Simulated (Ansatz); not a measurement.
Relaxation of F2GeH4OS (9 atoms, charge 0, multiplicity 1), to a largest force component of 0.03 eV/Å in at most 50 steps.

Level of theory: RHF/def2-SVP in Ansatz.

```xyz
9
Properties=species:S:1:pos:R:3
Ge 0.053 0.660 -0.194
F 1.011 -0.383 2.322
H 1.159 -0.307 -0.560
O -0.769 1.308 -1.585
H -1.634 0.969 -1.770
F -1.204 -0.187 0.627
S 0.647 2.389 1.098
H 1.845 1.888 1.404
H 0.419 0.259 2.582
```

Question: Where does it end, and by what steps?

Answer: It converged. After 27 steps the energy has fallen by 0.303 eV; H9 moved furthest, 0.65 Å.

| step | energy less start (eV) | largest force component (eV/Å) | accepted |
| --- | --- | --- | --- |
| 0 | 0.0000 | 0.358 | yes |
| 1 | -0.0655 | 0.390 | yes |
| 2 | -0.0185 | 2.678 | no |
| 3 | -0.0789 | 0.904 | yes |
| 4 | -0.1064 | 0.538 | yes |
| 5 | -0.1431 | 0.379 | yes |
| 6 | -0.1839 | 0.217 | yes |
| 7 | -0.1703 | 2.481 | no |
| 8 | -0.2127 | 0.194 | yes |
| 9 | -0.2367 | 0.276 | yes |
| 10 | -0.2463 | 0.106 | yes |
| 11 | -0.2535 | 0.797 | yes |
| 12 | -0.2557 | 0.702 | yes |
| 13 | -0.1972 | 2.451 | no |
| 14 | -0.2697 | 0.145 | yes |
| 15 | -0.2780 | 0.233 | yes |
| 16 | -0.2436 | 1.940 | no |
| 17 | -0.2854 | 0.207 | yes |
| 18 | -0.2878 | 0.227 | yes |
| 19 | -0.2845 | 0.915 | no |
| 20 | -0.2934 | 0.154 | yes |
| 21 | -0.2978 | 0.110 | yes |
| 22 | -0.3016 | 0.045 | yes |
| 23 | -0.3018 | 0.031 | yes |
| 24 | -0.3018 | 0.064 | no |
| 25 | -0.3020 | 0.043 | yes |
| 26 | -0.3022 | 0.045 | yes |
| 27 | -0.3027 | 0.021 | yes |

```xyz
9
Properties=species:S:1:pos:R:3
Ge 0.185 0.639 -0.376
F 1.010 -0.157 2.853
H 1.220 -0.352 -0.854
O -0.931 0.954 -1.665
H -1.647 1.554 -1.514
F -0.705 -0.179 0.888
S 0.883 2.526 0.512
H 1.283 1.955 1.653
H 0.228 -0.344 2.428
```

Whether the end is a true minimum wasn't checked by a vibrational analysis.

Time of the run: 58 s on 2 threads of Arm Neoverse V1 (shared host), peak memory 0.26 GiB.
